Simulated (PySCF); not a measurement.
Br²⁹⁺ (bromine, charge +29): Hartree-Fock from Schrödinger to Dirac-Coulomb-Breit

Occupied: 1s1/2, 2s1/2, 2p1/2. Hartree-Fock calculated with PySCF 2.14 in an uncontracted even-tempered set (19 s from 3.3 bohr⁻², ratio 2.3; 14 p from 4 bohr⁻², ratio 2.3), Gaussian nucleus throughout. NR is non-relativistic, sf-X2C the spin-free one-electron X2C Hamiltonian, X2C adds the bare one-electron spin-orbit term, X2C-SNSO screens it by Boettger's factors, DC is four-component Dirac-Coulomb, and the Gaunt and Breit terms are added at first order (total energies over the DC spinors, levels after relaxing the spinors in that mean field). QED terms are absent. Levels marked empty are virtual spinors of this ion.

```tsv
level (eV)	X2C	X2C-SNSO
1s1/2	-15538.7	-15539.0
2s1/2	-3462.0	-3462.1
2p1/2	-3369.1	-3366.9
2p3/2 (empty)	-3165.4	-3166.6
3s1/2 (empty)	-1400.4	-1400.4
```

Question: Where do the four-component calculations put these levels?

Answer: 1s1/2: DC -15545.3, DC+Gaunt -15526.3, DC+Breit -15526.8; 2s1/2: DC -3462.8, DC+Gaunt -3461.1, DC+Breit -3461.2; 2p1/2: DC -3367.3, DC+Gaunt -3363.7, DC+Breit -3364.2; 2p3/2 (empty): DC -3166.6, DC+Gaunt -3164.8, DC+Breit -3165.2; 3s1/2 (empty): DC -1400.6, DC+Gaunt -1400.1, DC+Breit -1400.2 (eV).

```
Hamiltonian  E (hartree)  E − E(DC) (hartree)  CPU seconds
        X2C   -1755.9151               0.2024         0.46
   X2C-SNSO   -1755.7448               0.3728         0.46
         DC   -1756.1175               0.0000           16
   DC+Gaunt   -1755.1704               0.9472           30
   DC+Breit   -1755.2187               0.8988           93
```

Weight of the small component: 1s1/2 0.0162, 2s1/2 0.00359, 2p1/2 0.00357, 2p3/2 0.00343, 3s1/2 0.00141.

Koopmans' value for the highest occupied level at DC+Breit: 3364.2 eV, against an ionisation energy of 3361 ± 3 eV (semi-empirical (NIST evaluation); NIST Atomic Spectra Database, ionization energies); the former lacks relaxation, correlation, QED and recoil.

The whole ladder took 140 s of wall time on 1 thread of Neoverse-N1 (shared host), launched as `OMP_NUM_THREADS=1 python relrun2.py TASK.json OUT` (a driver that calls PySCF for each Hamiltonian).
